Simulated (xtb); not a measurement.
HS₂, SMILES [S]S (connectivity only; charge and spin as stated), charge -1, multiplicity 1. All values are semi-empirical tight-binding results from xtb (GFN2-xTB unless named), good for trends rather than for accurate numbers. Geometry optimised at GFN2-xTB. The spin state was assumed, not searched. The isomer is the one that the SMILES or the coordinates give; other isomers of the formula were not compared.

Optimised geometry:

```xyz
3

S      0.0120     1.0564     0.0000
S     -0.0884    -0.9755     0.0000
H      1.2226    -1.2935     0.0000
```
Charge -1, spin multiplicity 1.

### Question
Estimate the properties. (An estimate is asked for; the answer gives what the named calculation found.)

### Answer

| Property | Value |
|---|---|
| point group as xtb finds it | Cs |
| orbital gap | 2.43 eV |
| zero-point energy | 4.9 kcal/mol |
| G − E(el) at 298.15 K (modified RRHO) | -10.3 kcal/mol |
| static polarisability (D4 model) | 45.4 bohr³ |
| solvation energy, GFN2-xTB/ALPB(water) | -59.1 kcal/mol |
| solvation energy, GFN2-xTB/ALPB(thf) | -49.2 kcal/mol |

Computed atomic charges and the Wiberg bond orders between heavy atoms:
charges (e) S1 -0.71, S2 -0.39, H3 0.10. Bond orders S1–S2 1.32.
